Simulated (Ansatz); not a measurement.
C$_{3}$H$_{7}$GaO (`C/C(O)=[CH]/[GaH2]`), relaxed with RKS PBE-D4/def2-SVP in the Gaussian-basis code of Ansatz from a rough embedded geometry. The force threshold is 0.03 eV/Å; the program also tests the step.

Total charge 0; spin multiplicity 1.

Start:

```xyz
12

C    -1.448    0.557   -1.042
C    -0.324    0.380   -0.125
O     0.052    1.471    0.611
C     0.391   -0.764    0.040
Ga    1.897   -1.162    1.260
H    -1.865    1.524   -1.060
H    -2.254   -0.191   -0.774
H    -1.095    0.265   -2.096
H     0.872    1.461    1.224
H     0.035   -1.643   -0.564
H     2.673   -0.615    0.310
H     1.068   -1.285    2.217
```

```tsv
step	energy (eV)	largest force (eV/Å)	largest move (Å)
1	-57620.6961	6.393	0.000
2	-57622.6158	3.049	0.194
3	-57623.5191	0.775	0.195
4	-57623.7990	0.559	0.200
5	-57623.9923	0.270	0.200
6	-57624.0298	0.511	0.200
7	-57624.0739	0.371	0.197
8	-57624.1436	0.419	0.197
9	-57624.2348	0.348	0.195
10	-57624.3259	0.327	0.199
11	-57624.4034	0.280	0.200
12	-57624.4654	0.234	0.200
13	-57624.5112	0.254	0.195
14	-57624.5293	0.127	0.099
15	-57624.5430	0.416	0.178
16	-57624.5468	0.193	0.061
17	-57624.5493	0.027	0.030
```

End:

```xyz
12

C    -1.546    0.595   -1.092
C    -0.445    0.295   -0.117
O    -0.565    1.056    0.995
C     0.553   -0.629   -0.315
Ga    1.919   -0.964    0.999
H    -1.545    1.674   -1.351
H    -2.532    0.383   -0.627
H    -1.443   -0.003   -2.015
H     0.172    0.821    1.607
H     0.525   -1.164   -1.277
H     3.101   -1.990    0.865
H     1.806   -0.075    2.329
```

It took 18 s on 4 threads of an Intel Xeon Platinum 8488C on a shared host, with 0.19 GiB of host memory at the peak.
